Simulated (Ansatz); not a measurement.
Reaction (SMILES): F[S] (F-S) → F atom + S atom
B3LYP-D3(BJ)/def2-TZVP geometries, fixed; electronic energies without zero-point terms.
Largest species:
```
S
F 1 1.6093
```
Charge 0, spin multiplicity 2.

Basis-set convergence of the atomisation energy at HF with Ansatz (a first-principles code). All functions are spherical. Open shells are unrestricted. No added dispersion term, no relativity. Functions are those of the species that has most. Reference: the value in pcseg-4, 35.78 kcal/mol, itself unsure by roughly 0.23 kcal/mol (its mean distance from aug-pcseg-3, aug-cc-pV(Q+d)Z, cc-pV(5+d)Z). Deviations are taken from unrounded values.

| basis | functions | atomisation energy (kcal/mol) | minus reference (kcal/mol) |
|---|---|---|---|
| pcseg-0 | 22 | 5.24 | -30.54 |
| def2-SVP | 32 | 27.07 | -8.71 |
| pcseg-1 | 32 | 24.35 | -11.43 |
| cc-pV(D+d)Z | 37 | 24.86 | -10.92 |
| pcseg-2 | 64 | 34.16 | -1.62 |
| def2-TZVP | 68 | 34.16 | -1.62 |
| cc-pV(T+d)Z | 69 | 33.75 | -2.03 |
| def2-TZVPP | 73 | 34.25 | -1.53 |
| def2-TZVPPD | 91 | 34.77 | -1.01 |
| aug-cc-pV(T+d)Z | 101 | 34.86 | -0.92 |
| cc-pV(Q+d)Z | 119 | 35.17 | -0.61 |
| pcseg-3 | 124 | 35.81 | 0.03 |
| aug-pcseg-3 | 174 | 35.87 | 0.09 |
